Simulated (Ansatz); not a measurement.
Harmonic vibrations of C$_{2}$H$_{7}$ClSSi, SMILES `C[Si](C)(S)Cl` by finite differences.

```yaml
crystal:
  periodic: [false, false, false]
  atoms:
    - {symbol: C, position_ang: [-1.394777, 1.031054, 0.108686]}
    - {symbol: Si, position_ang: [0.106753, 0.084265, -0.432317]}
    - {symbol: C, position_ang: [1.126310, -0.571925, 0.974758]}
    - {symbol: S, position_ang: [-0.604510, -1.490613, -1.686448]}
    - {symbol: Cl, position_ang: [1.330227, 1.358398, -1.513135]}
    - {symbol: H, position_ang: [-1.947560, 1.407470, -0.754111]}
    - {symbol: H, position_ang: [-1.099139, 1.884114, 0.723721]}
    - {symbol: H, position_ang: [-2.058929, 0.392331, 0.696262]}
    - {symbol: H, position_ang: [1.996942, -1.116694, 0.604052]}
    - {symbol: H, position_ang: [1.481855, 0.250499, 1.600479]}
    - {symbol: H, position_ang: [0.529776, -1.251033, 1.588368]}
    - {symbol: H, position_ang: [0.610050, -2.032964, -1.876413]}
basis:
  gaussian: {orbitals: def2-TZVP}
hamiltonian: {xc: pbe0, dispersion: d4}
phonons: {temperatures: {t_min: 298.15, t_max: 900, t_step: 200}}
```

```sh
$ ansatz run in.yaml --threads 4 --pin off --events-out ev --progress --plain --max-ram 10444MiB
```

Output, abridged:

```
Functional definition: PBE0
mean field -33415.11701492 eV, -1227.9829007186 hartree, gradient 2.2e-5 eV, S^2 0.000000; 0 other end points of the search recorded, 0 dependent functions left out
mean field -33415.11684844 eV, -1227.9828946006 hartree, gradient 2.4e-6 eV, S^2 0.000000; 0 other end points of the search recorded, 0 dependent functions left out
mean field -33415.11691570 eV, -1227.9828970723 hartree, gradient 2.6e-6 eV, S^2 0.000000; 0 other end points of the search recorded, 0 dependent functions left out
mean field -33415.11688867 eV, -1227.9828960790 hartree, gradient 2.6e-6 eV, S^2 0.000000; 0 other end points of the search recorded, 0 dependent functions left out
mean field -33415.11684505 eV, -1227.9828944759 hartree, gradient 2.4e-6 eV, S^2 0.000000; 0 other end points of the search recorded, 0 dependent functions left out
mean field -33415.11687501 eV, -1227.9828955770 hartree, gradient 2.6e-6 eV, S^2 0.000000; 0 other end points of the search recorded, 0 dependent functions left out
mean field -33415.11684610 eV, -1227.9828945144 hartree, gradient 9.7e-7 eV, S^2 0.000000; 0 other end points of the search recorded, 0 dependent functions left out
mean field -33415.11691694 eV, -1227.9828971177 hartree, gradient 2.1e-6 eV, S^2 0.000000; 0 other end points of the search recorded, 0 dependent functions left out
mean field -33415.11691630 eV, -1227.9828970941 hartree, gradient 1.9e-6 eV, S^2 0.000000; 0 other end points of the search recorded, 0 dependent functions left out
mean field -33415.11693106 eV, -1227.9828976368 hartree, gradient 2.4e-6 eV, S^2 0.000000; 0 other end points of the search recorded, 0 dependent functions left out
mean field -33415.11692749 eV, -1227.9828975054 hartree, gradient 2.4e-6 eV, S^2 0.000000; 0 other end points of the search recorded, 0 dependent functions left out
mean field -33415.11692342 eV, -1227.9828973559 hartree, gradient 2.6e-6 eV, S^2 0.000000; 0 other end points of the search recorded, 0 dependent functions left out
mean field -33415.11693005 eV, -1227.9828975996 hartree, gradient 2.3e-6 eV, S^2 0.000000; 0 other end points of the search recorded, 0 dependent functions left out
mean field -33415.11688997 eV, -1227.9828961269 hartree, gradient 2.6e-6 eV, S^2 0.000000; 0 other end points of the search recorded, 0 dependent functions left out
mean field -33415.11684505 eV, -1227.9828944760 hartree, gradient 2.8e-6 eV, S^2 0.000000; 0 other end points of the search recorded, 0 dependent functions left out
mean field -33415.11684961 eV, -1227.9828946434 hartree, gradient 9.3e-7 eV, S^2 0.000000; 0 other end points of the search recorded, 0 dependent functions left out
mean field -33415.11687349 eV, -1227.9828955212 hartree, gradient 2.6e-6 eV, S^2 0.000000; 0 other end points of the search recorded, 0 dependent functions left out
mean field -33415.11691407 eV, -1227.9828970123 hartree, gradient 2.6e-6 eV, S^2 0.000000; 0 other end points of the search recorded, 0 dependent functions left out
mean field -33415.11684820 eV, -1227.9828945915 hartree, gradient 2.6e-6 eV, S^2 0.000000; 0 other end points of the search recorded, 0 dependent functions left out
mean field -33415.11691587 eV, -1227.9828970786 hartree, gradient 1.2e-6 eV, S^2 0.000000; 0 other end points of the search recorded, 0 dependent functions left out
mean field -33415.11694887 eV, -1227.9828982912 hartree, gradient 1.3e-6 eV, S^2 0.000000; 0 other end points of the search recorded, 0 dependent functions left out
mean field -33415.11691571 eV, -1227.9828970728 hartree, gradient 1.4e-6 eV, S^2 0.000000; 0 other end points of the search recorded, 0 dependent functions left out
mean field -33415.11703058 eV, -1227.9829012938 hartree, gradient 1.3e-6 eV, S^2 0.000000; 0 other end points of the search recorded, 0 dependent functions left out
mean field -33415.11694465 eV, -1227.9828981361 hartree, gradient 1.3e-6 eV, S^2 0.000000; 0 other end points of the search recorded, 0 dependent functions left out
mean field -33415.11704010 eV, -1227.9829016439 hartree, gradient 1.3e-6 eV, S^2 0.000000; 0 other end points of the search recorded, 0 dependent functions left out
mean field -33415.11703193 eV, -1227.9829013437 hartree, gradient 2.2e-6 eV, S^2 0.000000; 0 other end points of the search recorded, 0 dependent functions left out
mean field -33415.11695524 eV, -1227.9828985253 hartree, gradient 2.0e-6 eV, S^2 0.000000; 0 other end points of the search recorded, 0 dependent functions left out
mean field -33415.11703586 eV, -1227.9829014879 hartree, gradient 2.3e-6 eV, S^2 0.000000; 0 other end points of the search recorded, 0 dependent functions left out
mean field -33415.11694911 eV, -1227.9828983001 hartree, gradient 2.0e-6 eV, S^2 0.000000; 0 other end points of the search recorded, 0 dependent functions left out
mean field -33415.11696556 eV, -1227.9828989044 hartree, gradient 2.0e-6 eV, S^2 0.000000; 0 other end points of the search recorded, 0 dependent functions left out
mean field -33415.11702770 eV, -1227.9829011883 hartree, gradient 2.1e-6 eV, S^2 0.000000; 0 other end points of the search recorded, 0 dependent functions left out
mean field -33415.11697089 eV, -1227.9828991003 hartree, gradient 1.0e-6 eV, S^2 0.000000; 0 other end points of the search recorded, 0 dependent functions left out
mean field -33415.11698743 eV, -1227.9828997084 hartree, gradient 1.2e-6 eV, S^2 0.000000; 0 other end points of the search recorded, 0 dependent functions left out
mean field -33415.11699671 eV, -1227.9829000493 hartree, gradient 1.1e-6 eV, S^2 0.000000; 0 other end points of the search recorded, 0 dependent functions left out
mean field -33415.11698593 eV, -1227.9828996530 hartree, gradient 9.8e-7 eV, S^2 0.000000; 0 other end points of the search recorded, 0 dependent functions left out
mean field -33415.11694597 eV, -1227.9828981848 hartree, gradient 1.2e-6 eV, S^2 0.000000; 0 other end points of the search recorded, 0 dependent functions left out
mean field -33415.11694379 eV, -1227.9828981047 hartree, gradient 1.4e-6 eV, S^2 0.000000; 0 other end points of the search recorded, 0 dependent functions left out
mean field -33415.11698997 eV, -1227.9828998016 hartree, gradient 8.7e-7 eV, S^2 0.000000; 0 other end points of the search recorded, 0 dependent functions left out
mean field -33415.11700313 eV, -1227.9829002851 hartree, gradient 9.4e-7 eV, S^2 0.000000; 0 other end points of the search recorded, 0 dependent functions left out
mean field -33415.11695578 eV, -1227.9828985453 hartree, gradient 1.4e-6 eV, S^2 0.000000; 0 other end points of the search recorded, 0 dependent functions left out
mean field -33415.11693704 eV, -1227.9828978566 hartree, gradient 1.3e-6 eV, S^2 0.000000; 0 other end points of the search recorded, 0 dependent functions left out
mean field -33415.11697869 eV, -1227.9828993869 hartree, gradient 1.1e-6 eV, S^2 0.000000; 0 other end points of the search recorded, 0 dependent functions left out
mean field -33415.11696758 eV, -1227.9828989787 hartree, gradient 1.1e-6 eV, S^2 0.000000; 0 other end points of the search recorded, 0 dependent functions left out
mean field -33415.11695730 eV, -1227.9828986009 hartree, gradient 1.1e-6 eV, S^2 0.000000; 0 other end points of the search recorded, 0 dependent functions left out
mean field -33415.11698065 eV, -1227.9828994592 hartree, gradient 1.2e-6 eV, S^2 0.000000; 0 other end points of the search recorded, 0 dependent functions left out
mean field -33415.11697674 eV, -1227.9828993156 hartree, gradient 1.1e-6 eV, S^2 0.000000; 0 other end points of the search recorded, 0 dependent functions left out
mean field -33415.11696653 eV, -1227.9828989401 hartree, gradient 1.1e-6 eV, S^2 0.000000; 0 other end points of the search recorded, 0 dependent functions left out
mean field -33415.11698011 eV, -1227.9828994392 hartree, gradient 1.1e-6 eV, S^2 0.000000; 0 other end points of the search recorded, 0 dependent functions left out
mean field -33415.11697133 eV, -1227.9828991167 hartree, gradient 1.1e-6 eV, S^2 0.000000; 0 other end points of the search recorded, 0 dependent functions left out
mean field -33415.11695395 eV, -1227.9828984780 hartree, gradient 1.5e-6 eV, S^2 0.000000; 0 other end points of the search recorded, 0 dependent functions left out
mean field -33415.11693397 eV, -1227.9828977435 hartree, gradient 1.3e-6 eV, S^2 0.000000; 0 other end points of the search recorded, 0 dependent functions left out
mean field -33415.11697620 eV, -1227.9828992957 hartree, gradient 9.9e-7 eV, S^2 0.000000; 0 other end points of the search recorded, 0 dependent functions left out
mean field -33415.11698250 eV, -1227.9828995270 hartree, gradient 1.1e-6 eV, S^2 0.000000; 0 other end points of the search recorded, 0 dependent functions left out
mean field -33415.11699959 eV, -1227.9829001550 hartree, gradient 9.0e-7 eV, S^2 0.000000; 0 other end points of the search recorded, 0 dependent functions left out
mean field -33415.11698538 eV, -1227.9828996328 hartree, gradient 7.8e-7 eV, S^2 0.000000; 0 other end points of the search recorded, 0 dependent functions left out
mean field -33415.11700093 eV, -1227.9829002043 hartree, gradient 1.1e-6 eV, S^2 0.000000; 0 other end points of the search recorded, 0 dependent functions left out
mean field -33415.11698452 eV, -1227.9828996014 hartree, gradient 9.5e-7 eV, S^2 0.000000; 0 other end points of the search recorded, 0 dependent functions left out
mean field -33415.11694844 eV, -1227.9828982756 hartree, gradient 1.3e-6 eV, S^2 0.000000; 0 other end points of the search recorded, 0 dependent functions left out
mean field -33415.11695317 eV, -1227.9828984491 hartree, gradient 1.2e-6 eV, S^2 0.000000; 0 other end points of the search recorded, 0 dependent functions left out
mean field -33415.11698365 eV, -1227.9828995695 hartree, gradient 1.3e-6 eV, S^2 0.000000; 0 other end points of the search recorded, 0 dependent functions left out
mean field -33415.11696202 eV, -1227.9828987746 hartree, gradient 1.1e-6 eV, S^2 0.000000; 0 other end points of the search recorded, 0 dependent functions left out
mean field -33415.11697936 eV, -1227.9828994117 hartree, gradient 1.1e-6 eV, S^2 0.000000; 0 other end points of the search recorded, 0 dependent functions left out
mean field -33415.11697156 eV, -1227.9828991250 hartree, gradient 9.9e-7 eV, S^2 0.000000; 0 other end points of the search recorded, 0 dependent functions left out
mean field -33415.11696323 eV, -1227.9828988189 hartree, gradient 1.1e-6 eV, S^2 0.000000; 0 other end points of the search recorded, 0 dependent functions left out
mean field -33415.11697023 eV, -1227.9828990763 hartree, gradient 1.2e-6 eV, S^2 0.000000; 0 other end points of the search recorded, 0 dependent functions left out
mean field -33415.11698701 eV, -1227.9828996929 hartree, gradient 1.1e-6 eV, S^2 0.000000; 0 other end points of the search recorded, 0 dependent functions left out
mean field -33415.11696062 eV, -1227.9828987230 hartree, gradient 1.0e-6 eV, S^2 0.000000; 0 other end points of the search recorded, 0 dependent functions left out
mean field -33415.11694053 eV, -1227.9828979846 hartree, gradient 9.5e-7 eV, S^2 0.000000; 0 other end points of the search recorded, 0 dependent functions left out
mean field -33415.11695374 eV, -1227.9828984702 hartree, gradient 6.9e-7 eV, S^2 0.000000; 0 other end points of the search recorded, 0 dependent functions left out
mean field -33415.11698947 eV, -1227.9828997832 hartree, gradient 2.2e-6 eV, S^2 0.000000; 0 other end points of the search recorded, 0 dependent functions left out
mean field -33415.11700643 eV, -1227.9829004066 hartree, gradient 9.4e-7 eV, S^2 0.000000; 0 other end points of the search recorded, 0 dependent functions left out
mean field -33415.11700349 eV, -1227.9829002984 hartree, gradient 2.4e-6 eV, S^2 0.000000; 0 other end points of the search recorded, 0 dependent functions left out
mean field -33415.11701834 eV, -1227.9829008444 hartree, gradient 2.8e-6 eV, S^2 0.000000; 0 other end points of the search recorded, 0 dependent functions left out
Total energy: -33415.40713525 eV, -1227.9935624441 hartree
Atom 0 at    -1.394777     1.031054     0.108686 Å, force    -0.000403    -0.000142     0.000803 eV/Å
Atom 1 at     0.106753     0.084265    -0.432317 Å, force     0.000464     0.000434    -0.001151 eV/Å
Atom 2 at     1.126310    -0.571925     0.974758 Å, force    -0.000549     0.000239    -0.000009 eV/Å
Atom 3 at    -0.604510    -1.490613    -1.686448 Å, force     0.001360    -0.000735    -0.001028 eV/Å
Atom 4 at     1.330227     1.358398    -1.513135 Å, force    -0.001309    -0.001215     0.001360 eV/Å
Atom 5 at    -1.947560     1.407470    -0.754111 Å, force     0.000503    -0.000424    -0.000533 eV/Å
Atom 6 at    -1.099139     1.884114     0.723721 Å, force     0.001136     0.000493     0.000438 eV/Å
Atom 7 at    -2.058929     0.392331     0.696262 Å, force    -0.000258    -0.000243    -0.000083 eV/Å
Atom 8 at     1.996942    -1.116694     0.604052 Å, force     0.000755     0.000235    -0.001095 eV/Å
Atom 9 at     1.481855     0.250499     1.600479 Å, force     0.000334     0.000155     0.000254 eV/Å
Atom 10 at     0.529776    -1.251033     1.588368 Å, force    -0.000951     0.000600     0.000645 eV/Å
Atom 11 at     0.610050    -2.032964    -1.876413 Å, force    -0.001081     0.000603     0.000401 eV/Å
Dipole moment:    -0.018150    -0.097400     0.388751 e Å
Vibrations: 131.00 148.37 161.98 170.42 208.92 214.62 220.55 222.34 452.98 535.89 677.81 691.63 708.05 772.56 818.58 844.57 858.43 1275.68 1280.57 1438.45 1439.96 1445.55 1452.96 2711.26 3052.27 3054.55 3139.82 3141.45 3145.11 3148.31 cm⁻¹, zero-point energy 2.328713 eV
```

It took 3 min on 4 threads of an AMD EPYC 7B13 on a shared host, with 0.69 GiB of host memory at the peak.
